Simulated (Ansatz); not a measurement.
A search over several starts for the lowest SCF solution of Mg2Se2 at the given spin, in a small basis.

```yaml
crystal:
  periodic: [false, false, false]
  atoms:
    - {symbol: Mg, position_ang: [-0.119553, -1.295353, 0.636125]}
    - {symbol: Mg, position_ang: [0.119554, 1.295403, -0.636089]}
    - {symbol: Se, position_ang: [-2.028484, 0.175877, -0.023027]}
    - {symbol: Se, position_ang: [2.028483, -0.175927, 0.022981]}
basis:
  gaussian: {orbitals: def2-SVP}
hamiltonian: {xc: pbe0, dispersion: d4}
output: {orbitals: {seedname: orbitals}}
```

```sh
$ ansatz run in.yaml --threads 4 --pin off --events-out ev --progress --plain --max-ram 3916MiB
```

Shortened log:

```
Functional definition: PBE0
902 factors; integrals over basis functions are off by at most 2.3e-4 eV
mean field evaluation 1: about -141548.1573 eV, gradient 2.6e1 eV
mean field evaluation 2: about -141546.3066 eV, gradient 3.8e1 eV
mean field evaluation 4: about -141551.1076 eV, gradient 3.0e-1 eV
mean field evaluation 8: about -141551.1682 eV, gradient 7.9e-2 eV
mean field evaluation 16: about -141551.1682 eV, gradient 1.8e-5 eV
mean field -141551.16820866 eV, -5201.9094848405 hartree, gradient 1.8e-5 eV, S^2 0.000000; 0 other end points of the search recorded, 0 dependent functions left out
reference -141551.16823994 eV, -5201.9094859900 hartree; 46, 46 occupied and 54, 54 virtual orbitals, 902 factors
Total energy: -141551.28606594 eV, -5201.9138160155 hartree
```

It took 1.3 s on 4 threads of Arm Neoverse V1 on a shared host.

The structure comes from a short search, and lower isomers may exist.
